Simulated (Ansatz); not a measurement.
The cluster Mg2Te. The state is a singlet with charge 0. Geometry B3LYP-D4/def2-TZVP.

```xyz
3

Mg    0.9585    1.6039   -0.1816
Mg   -1.7739   -0.5895   -0.1718
Te    0.8154   -1.0144    0.3534
```

In the def2 sets Te takes a core potential; there is no spin–orbit coupling. The restricted singlet is unstable towards broken spin symmetry at other levels; at PBE-D4/def2-TZVP, revPBE-D4/def2-TZVP, r2SCAN-D4/def2-TZVP, PBE0-D4/def2-TZVP this wasn't settled. Another isomer (triplet) lies 0.46 eV lower at PBE0-D4/def2-TZVP; other spin states weren't run for this one.

**Question.** Estimate the orbital energies around the gap (eV) in Ansatz with PBE-D4/def2-TZVP, revPBE-D4/def2-TZVP, r2SCAN-D4/def2-TZVP, PBE0-D4/def2-TZVP.

**Answer.** 
| orbital | PBE-D4/def2-TZVP | revPBE-D4/def2-TZVP | r2SCAN-D4/def2-TZVP | PBE0-D4/def2-TZVP |
| --- | --- | --- | --- | --- |
| HOMO−9 | -39.65 | -39.61 | -40.54 | -42.79 |
| HOMO−8 | -39.61 | -39.58 | -40.51 | -42.76 |
| HOMO−7 | -39.59 | -39.55 | -40.48 | -42.73 |
| HOMO−6 | -39.44 | -39.40 | -40.35 | -42.58 |
| HOMO−5 | -39.43 | -39.40 | -40.34 | -42.57 |
| HOMO−4 | -14.19 | -14.12 | -14.70 | -15.87 |
| HOMO−3 | -6.63 | -6.57 | -6.85 | -7.57 |
| HOMO−2 | -6.52 | -6.46 | -6.74 | -7.38 |
| HOMO−1 | -5.08 | -5.03 | -5.31 | -5.97 |
| HOMO | -4.11 | -4.06 | -4.19 | -4.64 |
| LUMO | -3.81 | -3.76 | -3.81 | -3.39 |
| LUMO+1 | -2.27 | -2.23 | -2.21 | -1.71 |
| LUMO+2 | -1.52 | -1.46 | -1.39 | -0.96 |
| LUMO+3 | -1.21 | -1.16 | -1.03 | -0.61 |
| LUMO+4 | -0.47 | -0.43 | -0.18 | 0.17 |
| LUMO+5 | -0.18 | -0.13 | 0.17 | 0.42 |
